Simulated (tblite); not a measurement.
Compound: C₅H₁₀AlF.
Bonds: C1–C2 (double), C2–C3, C3–C4, C4–C5, C2–Al6, Al6–F7. Hydrogens: H8, H9 on C1; H10, H11 on C3; H12, H13 on C4; H14, H15, H16 on C5; H17 on Al6.

Computed with GFN2-xTB (tblite), gas phase: L-BFGS steps from a force-field or distance-geometry start until the largest atomic force falls under 0.01 eV/Å.

Geometry at step 33:
```
atom  x, y, z in Å
C1      2.0575   -1.2788    0.8088
C2      1.2454   -0.3408    0.3203
C3     -0.1383   -0.6563   -0.1806
C4     -1.1384    0.2582    0.5310
C5     -2.5660    0.1089    0.0147
Al6     2.0271    1.4809    0.2635
F7      3.6535    1.6513    0.4903
H8      3.0427   -1.0114    1.1653
H9      1.8055   -2.3280    0.8833
H10    -0.3882   -1.7071   -0.0017
H11    -0.1782   -0.4589   -1.2587
H12    -1.1105    0.0335    1.6011
H13    -0.8079    1.2961    0.4025
H14    -3.2546    0.6767    0.6393
H15    -2.8666   -0.9368    0.0440
H16    -2.6578    0.4679   -1.0089
H17     1.2678    2.7566   -0.0748
```

**Question.** Give the atomic forces at this geometry.

**Answer.** 
```csv
atom,Fx (eV/Å),Fy (eV/Å),Fz (eV/Å)
C1,0.018,-0.002,0.026
C2,0.028,-0.108,-0.117
C3,-0.018,0.154,0.058
C4,-0.056,0.004,-0.017
C5,0.005,-0.020,0.075
Al6,0.008,-0.115,-0.024
F7,-0.062,0.067,0.039
H8,0.099,-0.010,0.018
H9,-0.063,-0.026,-0.014
H10,-0.010,0.045,-0.055
H11,-0.027,-0.059,0.090
H12,-0.029,0.009,-0.030
H13,0.032,-0.005,0.010
H14,0.032,-0.006,-0.052
H15,-0.016,0.009,-0.019
H16,0.057,-0.043,0.033
H17,0.000,0.106,-0.019
```

The largest, 0.17 eV/Å, acts on C3 (C2 within 3 % of it); the rms over all components is 0.053 eV/Å. The forces sum to zero within rounding, as they must for an isolated molecule in no field.

**Question.** Give the force on C3 in Eh/bohr and in nN.

**Answer.** 0.166 eV/Å ÷ 51.422 = 0.00322 Eh/bohr, and 0.166 eV/Å × 1.602 = 0.27 nN.

**Question.** How far is this geometry from the end of the optimisation?

**Answer.** 0.031 eV above it, and 0.162 Å rms away after alignment. The bonds farthest from their final lengths, with half the difference of the two atoms' forces along the bond (positive lengthens):

```csv
bond,now (Å),final (Å),force along bond (eV/Å)
Al6–H17,1.523,1.531,+0.09
C4–C5,1.525,1.523,-0.04
C3–C4,1.531,1.528,-0.05
C3–H11,1.097,1.095,-0.03
C2–Al6,1.983,1.985,-0.01
C4–H13,1.097,1.099,+0.01
```

The angle farthest from its final value is C3–C2–Al6, 123.1° against 119.1°.

The cost below is that of the whole relaxation. The run took 1.6 s wall on one thread, AMD EPYC (x86_64), no GPU (shared host).
